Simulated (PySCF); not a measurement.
## Radial density of Pb (lead, neutral)

UHF, [Xe] 4f14 5d10 6s2 6p2, high-spin 3P determinant. Computed with PySCF 2.14 in cc-pVDZ-PP with ECP60MDF (4s3p2d, 23 functions), with scalar relativity through the core potential. This is the valence pseudo-density: the core potential removes the inner electrons and smooths the orbitals near the nucleus.

| r (bohr) | 4πr²ρ (e/bohr) | 4πr²(ρα − ρβ) |
| --- | --- | --- |
| 0.0440 | 2.372e-05 | 0.0000 |
| 0.0740 | 9.829e-05 | 0.0000 |
| 0.124 | 0.0006646 | 0.0000 |
| 0.209 | 0.009063 | 0.0000 |
| 0.352 | 0.3044 | 0.0017 |
| 0.592 | 8.138 | 0.0503 |
| 0.996 | 20.13 | -0.0206 |
| 1.68 | 6.580 | 0.2338 |
| 2.82 | 1.717 | 0.7717 |
| 4.74 | 0.3040 | 0.2564 |
| 7.98 | 0.007147 | 0.0071 |

Energies and moments cover only the electrons outside the core potential. Spin-orbit coupling is strong in this species (close to jj coupling), so the high-spin LS determinant is a model state, not a physical level.

Question: Where is the radial spin density 4πr²(ρα − ρβ) most negative, and why is it negative at all?

Answer: Around r = 0.996 bohr, down to -0.0206 e/bohr: exchange with the open shell polarises the paired shells in an unrestricted calculation.
